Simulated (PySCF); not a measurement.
**$^{17}$O chemical shifts**

Averaged over atoms made equivalent by symmetry, fast rotation or ring inversion, one conformer, relativity neglected, in vacuum. GFN2-xTB geometry; shieldings: GIAO PBE0/pcSseg-1; PySCF 2.14.0 with density-fitted response routines.

Shieldings were converted by a linear fit to measured shifts: $^{17}$O: δ = 266.70 − 0.911σ (rms 10.7 ppm, 155 shifts, 12.2 ppm with the 3 outliers that the fit left out vs liquid water, solution or neat liquid). Occasional misses reach two or three times the rms, and more in compound classes unlike the fitted ones.

(1) Give the $^{17}$O shifts of `COCC/P=P\CO`, `CC(=O)c1nnc(C#N)o1`.

(2) Order these by $^{17}$O shift, lowest first.
A. C#C[C@@H]1C(=O)C[C@@H]1C
B. CCc1ccoc1[SiH3]
C. C=C/C=C/C(=C)O[SiH3]
D. C1=CC1OC1C[SiH2]C1

## Answers

(1) 
| compound | environment | δ (ppm) |
| --- | --- | --- |
| [CH3:1][O:2][CH2:3][CH2:4]/[P:5]=[P:6]\[CH2:7][OH:8] | O8: alcohol oxygen | 6.3 |
| [CH3:1][O:2][CH2:3][CH2:4]/[P:5]=[P:6]\[CH2:7][OH:8] | O2: ether oxygen | -1.7 |
| [CH3:1][C:2](=[O:3])[c:4]1[n:5][n:6][c:7]([C:8]#[N:9])[o:10]1 | O3: ketone oxygen | 596.5 |
| [CH3:1][C:2](=[O:3])[c:4]1[n:5][n:6][c:7]([C:8]#[N:9])[o:10]1 | O10: aromatic ring oxygen | 272.0 |

(2) C (42.4 ppm, oxygen bonded to C, Si), D (80.6 ppm, ether oxygen), B (254.3 ppm, aromatic ring oxygen), A (576.9 ppm, ketone oxygen).
